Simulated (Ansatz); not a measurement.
InCl2(OH) (InCl2OH). The state is a singlet with charge 0. Geometry PBE0-D4/def2-SVP.

| atom | x (Å) | y (Å) | z (Å) |
| --- | --- | --- | --- |
| In1 | -0.195 | -0.384 | 0.005 |
| Cl2 | -1.632 | -1.747 | 1.212 |
| Cl3 | 0.683 | -1.152 | -2.014 |
| O4 | 0.270 | 1.410 | 0.697 |
| H5 | 0.874 | 1.872 | 0.101 |

In the def2 sets In takes a core potential; there is no spin–orbit coupling. LC-ωPBE has ω = 0.4 bohr⁻¹.

Task: Estimate the orbital energies around the gap (eV) in Ansatz with HF/def2-TZVP, PBE-D4/def2-SVP, r2SCAN-D4/def2-TZVP, PBE0-D4/def2-TZVP, LC-ωPBE/def2-TZVP.

Result: 
| orbital | HF/def2-TZVP | PBE-D4/def2-SVP | r2SCAN-D4/def2-TZVP | PBE0-D4/def2-TZVP | LC-ωPBE/def2-TZVP |
| --- | --- | --- | --- | --- | --- |
| HOMO−9 | -28.34 | -19.03 | -19.93 | -21.72 | -24.76 |
| HOMO−8 | -17.98 | -12.08 | -12.63 | -13.90 | -16.91 |
| HOMO−7 | -15.68 | -10.46 | -11.03 | -12.16 | -15.08 |
| HOMO−6 | -13.99 | -9.05 | -9.57 | -10.57 | -13.38 |
| HOMO−5 | -13.84 | -8.29 | -8.93 | -10.05 | -12.87 |
| HOMO−4 | -13.44 | -8.13 | -8.73 | -9.85 | -12.80 |
| HOMO−3 | -12.96 | -7.68 | -8.33 | -9.38 | -12.24 |
| HOMO−2 | -12.72 | -7.61 | -8.22 | -9.28 | -12.17 |
| HOMO−1 | -12.67 | -7.57 | -8.18 | -9.28 | -12.12 |
| HOMO | -12.59 | -7.31 | -8.03 | -9.25 | -12.04 |
| LUMO | 0.65 | -3.42 | -3.44 | -2.75 | -0.49 |
| LUMO+1 | 1.03 | -1.97 | -1.91 | -1.44 | 0.54 |
| LUMO+2 | 2.26 | 0.06 | 0.16 | 0.30 | 1.98 |
| LUMO+3 | 2.63 | 0.67 | 0.76 | 0.84 | 2.43 |
| LUMO+4 | 3.38 | 2.19 | 1.88 | 1.79 | 2.96 |
| LUMO+5 | 5.02 | 2.97 | 2.16 | 2.29 | 4.19 |
